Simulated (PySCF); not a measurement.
# `C(C)(=O)[Si@@H]([SiH3])[GeH3]`, C₂H₁₀GeOSi₂

Molfile (atoms numbered from 1):
```
C2H10GeOSi2
     RDKit          3D

 16 15  0  0  0  0  0  0  0  0999 V2000
   -2.3092   -1.1019   -0.0625 C   0  0  0  0  0  0  0  0  0  0  0  0
   -0.8602   -1.1333    0.3434 C   0  0  0  0  0  0  0  0  0  0  0  0
   -0.4539   -1.8396    1.2378 O   0  0  0  0  0  0  0  0  0  0  0  0
    0.4188    0.0218   -0.5765 Si  0  0  1  0  0  4  0  0  0  0  0  0
   -0.0825    2.2573   -0.0694 Si  0  0  0  0  0  4  0  0  0  0  0  0
    2.5436   -0.6510    0.2502 Ge  0  0  0  0  0  4  0  0  0  0  0  0
   -2.4057   -1.3548   -1.1307 H   0  0  0  0  0  0  0  0  0  0  0  0
   -2.7089   -0.0813    0.0577 H   0  0  0  0  0  0  0  0  0  0  0  0
   -2.8903   -1.8071    0.5484 H   0  0  0  0  0  0  0  0  0  0  0  0
    0.2868   -0.1594   -2.0600 H   0  0  0  0  0  0  0  0  0  0  0  0
   -1.4608    2.5996   -0.5432 H   0  0  0  0  0  0  0  0  0  0  0  0
   -0.0243    2.4574    1.4111 H   0  0  0  0  0  0  0  0  0  0  0  0
    0.8942    3.1808   -0.7240 H   0  0  0  0  0  0  0  0  0  0  0  0
    2.7459   -2.1597    0.0331 H   0  0  0  0  0  0  0  0  0  0  0  0
    3.6671    0.1126   -0.4790 H   0  0  0  0  0  0  0  0  0  0  0  0
    2.6319   -0.3322    1.7518 H   0  0  0  0  0  0  0  0  0  0  0  0
  1  2  1  0
  2  3  2  0
  2  4  1  0
  4  5  1  0
  4  6  1  0
  1  7  1  0
  1  8  1  0
  1  9  1  0
  4 10  1  6
  5 11  1  0
  5 12  1  0
  5 13  1  0
  6 14  1  0
  6 15  1  0
  6 16  1  0
M  END
```

The calculation used GIAO B97-2/STO-3G magnetisability, rotational g tensor and spin-rotation constants, non-relativistic, gas phase (PySCF). Geometry: PBE0-D3(BJ)/def2-SVP.

The calculation is non-relativistic, which matters for the atoms heavier than Zn.

(1) Give the nuclear spin-rotation constants along the inertial axes (H = +C I·J) beside the isotropic shieldings.

## Answers

(1) Rotational constants 1.5599, 0.9558, 0.6506 GHz. A star marks the isotopologue with that one atom substituted, in its own axes.
```
atom  isotope  Caa (kHz)  Cbb (kHz)  Ccc (kHz)  mean (kHz)  σ (ppm)
  H7       1H     -0.148     -0.108      0.013      -0.081     30.5
  H8       1H     -0.084     -0.032     -0.067      -0.061     30.5
  H9       1H     -0.120     -0.018     -0.057      -0.065     30.3
 H10       1H     -0.143     -0.084      0.014      -0.071     30.5
 H11       1H      0.014     -0.084     -0.058      -0.043     31.1
 H12       1H     -0.149     -0.087      0.009      -0.075     31.3
 H13       1H     -0.106     -0.017     -0.055      -0.059     31.1
 H14       1H     -0.123     -0.010     -0.055      -0.063     31.1
 H15       1H     -0.083     -0.039     -0.053      -0.058     31.2
 H16       1H     -0.137     -0.095      0.010      -0.074     31.0
  C1     13C*      0.106      0.086      0.058       0.083    203.6
  C2     13C*      0.608      0.243      0.120       0.324     76.5
  O3     17O*     -1.120     -0.656     -0.286      -0.688   -360.6
 Si4    29Si*     -0.485     -0.318     -0.244      -0.349    579.9
 Si5    29Si*     -0.487     -0.300     -0.207      -0.332    598.1
 Ge6    73Ge*     -0.172     -0.090     -0.063      -0.109   2262.5
```
For the geometry as given, no vibrational averaging.
